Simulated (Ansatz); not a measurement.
Two isomers of C2H8FNSi: A = `N[SiH2]CCF`, B = `CC(F)[SiH2]N`.

Isolated molecules relaxed with PBE0-D4/def2-TZVP in Ansatz; ΔE leaves out vibrations. CBS: MP2 limit from def2 TZ/QZ plus the TZ coupled-cluster correction, frozen cores. Functionals use def2-TZVPP. B3LYP here is the variant with VWN-RPA as its local correlation; programs differ in this. Each species was taken in one conformer, which may not be the lowest.

Q: Which is lower in electronic energy at CCSD(T)/CBS, and by how much? (Estimate.)

A: Computed: A, by 15.0 kJ/mol.

Q: Give E(B) − E(A) in kJ/mol with PBE0-D4, CCSD(T)/def2-TZVPP, PBE-D4, ωB97M-V, B3LYP-D4, HF/def2-TZVPP, B3LYP. (Best estimate.)

A: Computed: PBE0-D4 15.5, CCSD(T)/def2-TZVPP 16.3, PBE-D4 12.9, ωB97M-V 14.0, B3LYP-D4 12.2, HF/def2-TZVPP 18.2, B3LYP 14.0. None reverses the order clearly.

Largest T1 diagnostic: 0.011.
